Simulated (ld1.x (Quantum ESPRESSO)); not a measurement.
**PBE TM dataset for nitrogen (N), non-relativistic all-electron reference.**

Input for ld1.x (Quantum ESPRESSO) 7.5:

```
&input
   title='N', zed=7., rel=0, dft='PBE', iswitch=3,
   config='[He] 2s2 2p2',
   nld=2, rlderiv=1.30, eminld=-4.0, emaxld=5.0, deld=0.02
 /
 &inputp
   pseudotype=2, tm=.true., lloc=-1, rcloc=1.05,
   nlcc=.true., new_core_ps=.true., rcore=0.50,
   file_pseudopw='N.UPF', file_wfcaegen='ae.wfc', file_wfcncgen='nc.wfc', file_beta='beta', file_chi='chi'
 /
2
2S  1  0   2.00   0.00  1.05  1.05  0.0
2P  2  1   2.00   0.00  1.20  1.20  0.0
 &test
   configts(1)='2s2 2p2'
 /
```

Command:

```bash
ld1.x < N.in > N.out
```

Resulting log (shortened: banner, matrices, multipoles, cross overlaps and the repeated all-electron block are left out):

```
Program LD1 v.7.5
     --------------------------- All-electron run ----------------------------

     N

     atomic number is  7.00
     dft =PBE   lsd =0 sic =0 latt =0  beta=0.20 tr2=1.0E-14
     Exchange-correlation= PBE
                           (   1   4   3   4   0   0   0)
     mesh =1085 r(mesh) =  99.89202 a.u. xmin = -7.00 dx = 0.01250
     1 Ry =  13.60569312 eV

     n l     nl                  e(Ry)          e(Ha)          e(eV)
     1 0     1S 1( 2.00)       -29.5050       -14.7525      -401.4366
     2 0     2S 1( 2.00)        -2.3838        -1.1919       -32.4337
     2 1     2P 1( 2.00)        -1.5209        -0.7605       -20.6935

     final scf error:  4.3E-15 reached in  23 iterations

     Etot =    -107.843157 Ry,     -53.921579 Ha,   -1467.280905 eV

     Ekin =     107.554320 Ry,      53.777160 Ha,    1463.351077 eV
     Encl =    -247.528348 Ry,    -123.764174 Ha,   -3367.794740 eV
     Eh   =      44.493825 Ry,      22.246912 Ha,     605.369323 eV
     Exc  =     -12.362954 Ry,      -6.181477 Ha,    -168.206564 eV

     normalization and overlap integrals

     s(1S/1S) =  1.000000  <r> =   0.2298  <r2> =    0.0714  r(max) =   0.1483
     s(2S/2S) =  1.000000  <r> =   1.2456  <r2> =    1.8569  r(max) =   0.9916
     s(2P/2P) =  1.000000  <r> =   1.2761  <r2> =    2.0631  r(max) =   0.9200

     ------------------------ End of All-electron run ------------------------

     --------------------- Generating NC pseudopotential ---------------------

      Generating local potential from pseudized AE potential:
      Matching radius rcloc =   1.0500

      Local pseudo, rcloc= 1.056 Estimated cut-off energy=    21.00 Ry

      Computing core charge for nlcc:

       r > 0.50 : true rho core
      Core charge pseudized with two Bessel functions
      Integrated core pseudo-charge :   0.92

      Wfc   2S  rcut= 1.056  Using Troullier-Martins method

      Wfc   2P  rcut= 1.196  Using Troullier-Martins method

     ------------------- End of pseudopotential generation -------------------

     Computing logarithmic derivative in   1.29740
     Computing logarithmic derivative in   1.29740
     Computing the partial wave expansion
     R is outside the sphere for l=    0 j= 0.00
     R is outside the sphere for l=    1 j= 0.00

     ---------------------- Testing the pseudopotential ----------------------

     N

     atomic number is  7.00   valence charge is  5.00
     dft =PBE   lsd =0 sic =0 latt =0  beta=0.20 tr2=1.0E-14
     mesh =1085 r(mesh) =  99.89202 xmin = -7.00 dx = 0.01250

     n l     nl             e AE (Ry)        e PS (Ry)    De AE-PS (Ry)
     1 0     2S   1( 2.00)       -2.38383       -2.38383        0.00000
     2 1     2P   1( 2.00)       -1.52095       -1.52095       -0.00000

     eps = 5.2E-16  iter =  4

     Etot =    -107.843157 Ry,     -53.921579 Ha,   -1467.280905 eV
     Etotps =   -20.472025 Ry,     -10.236012 Ha,    -278.536084 eV

     Ekin =      11.079944 Ry,       5.539972 Ha,     150.750321 eV
     Encl =     -37.589774 Ry,     -18.794887 Ha,    -511.434935 eV
     Ehrt =      11.556985 Ry,       5.778492 Ha,     157.240786 eV
     Ecxc =      -5.986405 Ry,      -2.993203 Ha,     -81.449192 eV
     (Ecc =      -2.086746 Ry,      -1.043373 Ha,     -28.391619 eV)
     Epseu=       0.467226 Ry,       0.233613 Ha,       6.356937 eV

     ---------------------- End of pseudopotential test ----------------------
```

Generation and configuration tests took about 0.51 s on one core of a shared server CPU.

Transferability test of the new file with ld1.x, input:

```
&input
   title='N', zed=7., rel=0, dft='PBE', iswitch=2,
   config='[He] 2s2 2p2'
 /
 &test
   file_pseudo='N.UPF', nconf=8,
   configts(1)='2s2 2p2',
   configts(2)='2s2 2p3',
   configts(3)='2s2 2p1',
   configts(4)='2s2 2p0',
   configts(5)='2s1 2p4',
   configts(6)='2s0 2p5',
   configts(7)='2s1 2p3',
   configts(8)='2s1 2p0'
 /
```

```bash
ld1.x < N.test.in > N.test.out
```

Pseudopotential blocks of its output, shortened (energy terms left out):

```
     ---------------------- Testing the pseudopotential ----------------------

     n l     nl             e AE (Ry)        e PS (Ry)    De AE-PS (Ry)
     1 0     2S   1( 2.00)       -2.38383       -2.38383        0.00000
     2 1     2P   1( 2.00)       -1.52095       -1.52095        0.00000

     eps = 2.5E-15  iter =  3

     Etot =    -107.843157 Ry,     -53.921579 Ha,   -1467.280906 eV
     Etotps =   -20.472025 Ry,     -10.236012 Ha,    -278.536088 eV

     ---------------------- End of pseudopotential test ----------------------

          ---------------------- Testing the pseudopotential ----------------------

     n l     nl             e AE (Ry)        e PS (Ry)    De AE-PS (Ry)
     1 0     2S   1( 2.00)       -1.36397       -1.36346       -0.00051
     2 1     2P   1( 3.00)       -0.52146       -0.52185        0.00039

     eps = 3.3E-15  iter =  7

     Etot =    -108.842527 Ry,     -54.421263 Ha,   -1480.878020 eV
     Etotps =   -21.471800 Ry,     -10.735900 Ha,    -292.138718 eV
     dEtot_ae =      -0.999369 Ry
     dEtot_ps =      -0.999775 Ry,   Delta E=       0.000405 Ry

     ---------------------- End of pseudopotential test ----------------------

          ---------------------- Testing the pseudopotential ----------------------

     n l     nl             e AE (Ry)        e PS (Ry)    De AE-PS (Ry)
     1 0     2S   1( 2.00)       -3.61062       -3.60865       -0.00197
     2 1     2P   1( 1.00)       -2.75729       -2.75151       -0.00578  !

     eps = 7.1E-15  iter = 10

     Etot =    -105.722074 Ry,     -52.861037 Ha,   -1438.422091 eV
     Etotps =   -18.353085 Ry,      -9.176543 Ha,    -249.706444 eV
     dEtot_ae =       2.121084 Ry
     dEtot_ps =       2.118940 Ry,   Delta E=       0.002144 Ry

     ---------------------- End of pseudopotential test ----------------------

          ---------------------- Testing the pseudopotential ----------------------

     n l     nl             e AE (Ry)        e PS (Ry)    De AE-PS (Ry)
     1 0     2S   1( 2.00)       -5.00389       -4.99262       -0.01126  !
     2 1     2P   1( 0.00)       -4.19515       -4.16929       -0.02587  !

     eps = 2.3E-16  iter =  9

     Etot =    -102.261414 Ry,     -51.130707 Ha,   -1391.337418 eV
     Etotps =   -14.906541 Ry,      -7.453270 Ha,    -202.813818 eV
     dEtot_ae =       5.581743 Ry
     dEtot_ps =       5.565484 Ry,   Delta E=       0.016259 Ry

     ---------------------- End of pseudopotential test ----------------------

          ---------------------- Testing the pseudopotential ----------------------

     n l     nl             e AE (Ry)        e PS (Ry)    De AE-PS (Ry)
     1 0     2S   1( 1.00)       -1.39661       -1.39482       -0.00179
     2 1     2P   1( 4.00)       -0.55206       -0.55256        0.00050

     eps = 1.4E-16  iter =  9

     Etot =    -107.998949 Ry,     -53.999475 Ha,   -1469.400564 eV
     Etotps =   -20.629820 Ry,     -10.314910 Ha,    -280.682994 eV
     dEtot_ae =      -0.155792 Ry
     dEtot_ps =      -0.157795 Ry,   Delta E=       0.002003 Ry

     ---------------------- End of pseudopotential test ----------------------

          ---------------------- Testing the pseudopotential ----------------------

     n l     nl             e AE (Ry)        e PS (Ry)    De AE-PS (Ry)
     1 0     2S   1( 0.00)       -1.42642       -1.42297       -0.00345
     2 1     2P   1( 5.00)       -0.58013       -0.58043        0.00031

     eps = 8.9E-15  iter =  8

     Etot =    -107.153490 Ry,     -53.576745 Ha,   -1457.897502 eV
     Etotps =   -19.787385 Ry,      -9.893692 Ha,    -269.221083 eV
     dEtot_ae =       0.689667 Ry
     dEtot_ps =       0.684640 Ry,   Delta E=       0.005027 Ry

     ---------------------- End of pseudopotential test ----------------------

          ---------------------- Testing the pseudopotential ----------------------

     n l     nl             e AE (Ry)        e PS (Ry)    De AE-PS (Ry)
     1 0     2S   1( 1.00)       -2.39183       -2.39128       -0.00055
     2 1     2P   1( 3.00)       -1.52792       -1.52933        0.00141

     eps = 5.0E-15  iter =  7

     Etot =    -106.979731 Ry,     -53.489866 Ha,   -1455.533394 eV
     Etotps =   -19.609587 Ry,      -9.804794 Ha,    -266.802024 eV
     dEtot_ae =       0.863426 Ry
     dEtot_ps =       0.862438 Ry,   Delta E=       0.000988 Ry

     ---------------------- End of pseudopotential test ----------------------

          ---------------------- Testing the pseudopotential ----------------------

     n l     nl             e AE (Ry)        e PS (Ry)    De AE-PS (Ry)
     1 0     2S   1( 1.00)       -6.43225       -6.41726       -0.01499  !
     2 1     2P   1( 0.00)       -5.70048       -5.65753       -0.04295  !

     eps = 1.9E-17  iter =  9

     Etot =     -96.545478 Ry,     -48.272739 Ha,   -1313.568140 eV
     Etotps =    -9.204094 Ry,      -4.602047 Ha,    -125.228083 eV
     dEtot_ae =      11.297680 Ry
     dEtot_ps =      11.267931 Ry,   Delta E=       0.029749 Ry

     ---------------------- End of pseudopotential test ----------------------
```
